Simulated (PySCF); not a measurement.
GeO, charge -1, doublet, geometry from GFN2-xTB (a state made from the parent by changing its charge; the spin is typed, not shown lowest) (a gas-phase anion, which may not be bound at this level), with bond 2-1 at 1.4 times its length. Base run: PySCF with CASSCF(3,5)/def2-SVP.

Here is a job for PySCF.
```python
from pyscf import gto, scf, mcscf
import numpy

mol = gto.M(
    atom='''
Ge   -0.00000000   -0.00000000   -0.34203869
O     0.00000000    0.00000000    2.05223215
''',
    basis='def2-svp',
    charge=-1,
    spin=1,
    verbose=4,
)

mf = scf.ROHF(mol)
mf.kernel()
mc = mcscf.CASSCF(mf, 5, 3)
mc.fix_spin_(ss=0.75)
mc.kernel()
occ = numpy.linalg.eigvalsh(mc.fcisolver.make_rdm1(mc.ci, mc.ncas, mc.nelecas))[::-1]
ss = mc.fcisolver.spin_square(mc.ci, mc.ncas, mc.nelecas)[0]
print('natural occupations', occ.round(4), ' <S^2>', round(ss, 4))
```

The base run was repeated with changes; each row names its change, and settings that it needs were set with it.

```
change                                            ΔE vs base (kcal/mol)                      natural occupations  <S^2> of the state
------------------------------------------------  ---------------------  ---------------------------------------  ------------------
base                                                              0.000                 1.75 1.00 0.24 0.00 0.00                0.75
active space = 7 electrons, 7 orbitals                           -52.96       1.96 1.88 1.59 1.03 0.41 0.12 0.00                0.75
active space = 9 electrons, 8 orbitals                           -59.22  1.98 1.96 1.89 1.58 1.04 0.42 0.12 0.01                0.75
active space = 7 electrons, 8 orbitals                            -70.9  1.96 1.89 1.59 1.02 0.41 0.11 0.02 0.00                0.75
solver = newton                                                  -27.12                 1.29 1.00 0.71 0.00 0.00                0.75
orbitals = fixed (CASCI)                                          14.22                 1.82 1.00 0.18 0.00 0.00                0.75
fix_spin_ = off                                                   0.611                 1.00 1.00 1.00 0.00 0.00                3.75
orbitals = fixed (CASCI); correction = SC-NEVPT2                 -241.1                 1.82 1.00 0.18 0.00 0.00                0.75
conv_tol = 1e-5                                                    1.74                 1.76 1.00 0.24 0.00 0.00                0.75
correction = SC-NEVPT2                                           -245.3                 1.75 1.00 0.24 0.00 0.00                0.75
active space = 7 electrons, 6 orbitals                           -50.38            1.96 1.89 1.57 1.03 0.43 0.11                0.75
```

Active orbitals are taken around the Fermi level unless the row says otherwise; CASSCF can end in different local minima, and two programs can end on different orbitals. State-averaged rows give the lowest state.

Open shells are given as the SCF converged; they aren't shown to be the lowest states, and a large step between rows can be another state.

A gas-phase anion may not be bound at this level; its values then depend on the basis.
